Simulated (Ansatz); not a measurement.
Relaxation of GeH3Se (5 atoms, charge 0, multiplicity 2), to a largest force component of 0.02 eV/Å in at most 50 steps.

Theory: Ansatz, UKS BLYP/def2-mTZVP.

```xyz
5
Properties=species:S:1:pos:R:3:forces:R:3
Ge -0.621 -0.429 0.248 -1.07 1.08 0.65
Se 0.696 1.424 -0.396 0.68 0.15 0.39
H 0.103 -1.702 0.107 0.95 -1.48 -0.19
H -1.830 -0.437 -0.702 -0.28 0.02 -0.33
H 1.702 1.071 0.701 -0.27 0.23 -0.51
```

Q: Where does it end, and by what steps?

A: The forces met the threshold. After 6 steps the energy has fallen by 0.151 eV; H5 moved furthest, 0.17 Å.

| step | energy less start (eV) | largest force component (eV/Å) | accepted |
| --- | --- | --- | --- |
| 0 | 0.0000 | 1.482 | yes |
| 1 | -0.1204 | 0.423 | yes |
| 2 | -0.1341 | 0.291 | yes |
| 3 | -0.1446 | 0.054 | yes |
| 4 | -0.1486 | 0.079 | yes |
| 5 | -0.1511 | 0.033 | yes |
| 6 | -0.1513 | 0.007 | yes |

```xyz
5
Properties=species:S:1:pos:R:3
Ge -0.731 -0.427 0.318
Se 0.638 1.484 -0.264
H 0.159 -1.719 0.166
H -1.809 -0.438 -0.826
H 1.794 1.027 0.564
```

Whether the end is a true minimum wasn't checked by a vibrational analysis.

Run time: 13 s on 2 threads of Arm Neoverse V1, on a shared host, peak memory 0.16 GiB.
